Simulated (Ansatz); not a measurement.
Ansatz (an electronic-structure program) input (CCSD(T)/aug-cc-pV(Q+d)Z):
A basis named .json is the Basis Set Exchange file of that set.

Ansatz 0.2 input:
```yaml
crystal:
  periodic: [false, false, false]
  atoms:
    - {symbol: C, position_ang: [1.42549636, -0.98754881, -0.40629056]}
    - {symbol: B, position_ang: [0.01921829, -0.35195786, -0.18272266]}
    - {symbol: C, position_ang: [-1.31596172, -1.01843506, -0.63513724]}
    - {symbol: Cl, position_ang: [-0.06696748, 1.22642201, 0.63670999]}
    - {symbol: H, position_ang: [1.38745607, -2.07830833, -0.45095990]}
    - {symbol: H, position_ang: [2.17472370, -0.67498522, 0.32077936]}
    - {symbol: H, position_ang: [1.78123538, -0.65327023, -1.39049573]}
    - {symbol: H, position_ang: [-1.65487069, -1.66093414, 0.18905199]}
    - {symbol: H, position_ang: [-2.12089703, -0.31077999, -0.83254982]}
    - {symbol: H, position_ang: [-1.18249950, -1.67520369, -1.49771567]}
basis:
  gaussian:
    orbitals: aug-cc-pV_Q+d_Z.json
magnetization: {spin_polarized: false}
correlation: {method: ccsd_t, electrons: outside_noble_gas}
```

Output:

```
Functional definition: HF
integrals: 22.18 GiB planned
3567 factors; integrals over basis functions are off by at most 8.6e-4 eV
8.50 GiB of device memory are held for the factors and their scratch space
mean field: 8.59 GiB planned
mean field evaluation 1: about -15331.1282 eV, gradient 3.7e1 eV
mean field evaluation 2: about -15331.1776 eV, gradient 3.7e1 eV
mean field evaluation 4: about -15334.7372 eV, gradient 3.0e0 eV
mean field evaluation 8: about -15334.7815 eV, gradient 2.0e-1 eV
mean field evaluation 16: about -15334.1902 eV, gradient 1.4e1 eV
mean field -15334.78179598 eV, -563.5428367140 hartree, gradient 3.1e-6 eV, S^2 0.000000; 0 other end points of the search recorded, 0 dependent functions left out
8 core orbitals not correlated
reference -15334.78179598 eV, -563.5428367140 hartree; 12, 12 occupied and 585, 585 virtual orbitals, 3567 factors
second order -18.99612684 eV of doubles, -0.00000000 eV of singles
coupled cluster: 172.77 GiB planned
cycle   1  -19.63255564 eV  change   -6.4e-1 eV  update   8.1e-2
cycle   2  -20.04758395 eV  change   -4.2e-1 eV  update   2.3e-2
cycle   3  -20.12080246 eV  change   -7.3e-2 eV  update   1.1e-2
cycle   4  -20.11422931 eV  change    6.6e-3 eV  update   2.7e-3
cycle   5  -20.11325026 eV  change    9.8e-4 eV  update   1.3e-3
cycle   6  -20.11337317 eV  change   -1.2e-4 eV  update   4.0e-4
cycle   7  -20.11320813 eV  change    1.7e-4 eV  update   1.5e-4
cycle   8  -20.11321905 eV  change   -1.1e-5 eV  update   4.7e-5
cycle   9  -20.11324604 eV  change   -2.7e-5 eV  update   1.7e-5
perturbative correction -0.86049379 eV, -0.0316225635 hartree
Total energy: -15355.75553581 eV, -564.3136074362 hartree
```
